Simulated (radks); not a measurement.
Values are calculated unless marked as measured or tabulated.
Question: Ca VI, 15 electrons, occupied as [Ne] 3s2 3p3. Code: a radial shooting solver on a logarithmic mesh with Libxc functionals. Model: scalar-relativistic Kohn-Sham, SCAN, spin-unpolarised, spherical densities, finite nucleus; meta-GGA in the generalised Kohn-Sham scheme; Fermi nuclear charge, rms radius 3.4776 fm. Some entries of the table are withheld. Estimate them.

orbital,occ.,eigenvalue (hartree),r(max) (bohr),<r> (bohr)
1s,2,-148.9393,0.05029,(1)
2s,2,(2),0.2989,(3)
2p,6,-15.47581,(4),0.3258
3s,2,(5),0.9572,1.073
3p,3,-3.54462,0.9860,(6)

Answer: 
(1) 1s <r> (bohr): 0.07685
(2) 2s eigenvalue (hartree): -18.47253
(3) 2s <r> (bohr): 0.3619
(4) 2p r(max) (bohr): 0.2462
(5) 3s eigenvalue (hartree): -4.33785
(6) 3p <r> (bohr): 1.122
